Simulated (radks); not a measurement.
Effect of the nuclear size on the holmium ion Ho+, [Xe] 4f11 6s1. Method: Dirac Kohn-Sham, relativistic LDA (MacDonald-Vosko exchange, VWN5 correlation), spin-unpolarised, spherical densities, finite nucleus; open shells fill j = l - 1/2 first; Fermi nuclear charge, rms radius 5.2022 fm; computed with a radial shooting solver on a logarithmic mesh with Libxc functionals. The rms radius is varied about that value; shifts are against it.

rms radius (fm)  total energy shift (eV)  density at nucleus (e/bohr^3)  1s1/2 shift (meV)  2s1/2 shift (meV)  4p1/2 shift (meV)  5s1/2 shift (meV)  5p1/2 shift (meV)  6s1/2 shift (meV)  6p1/2 (empty) shift (meV)
4.656                              -5.62                      8.195e+05              -2290               -303              0.179              -2.40              0.154             -0.205                      0.059
4.8641                             -3.53                      8.096e+05              -1440               -191              0.112              -1.51              0.097             -0.129                      0.037
5.2022                                 0                      7.945e+05              0.000              0.000              0.000              0.000              0.000              0.000                      0.000
5.5924                              4.29                      7.785e+05               1750                231             -0.136               1.83             -0.117              0.156                     -0.045
6.4611                              14.6                      7.476e+05               5960                789             -0.459               6.25             -0.400              0.532                     -0.152

Slopes of the eigenvalues against <r^2> in GHz/fm^2, as finite differences over the two radii next to the reference (eigenvalue slopes, not the field-shift constants of lines): 1s1/2 101000, 2s1/2 13400, 4p1/2 -7.87, 5s1/2 106, 5p1/2 -6.80, 6s1/2 9.04, 6p1/2 (empty) -2.59.
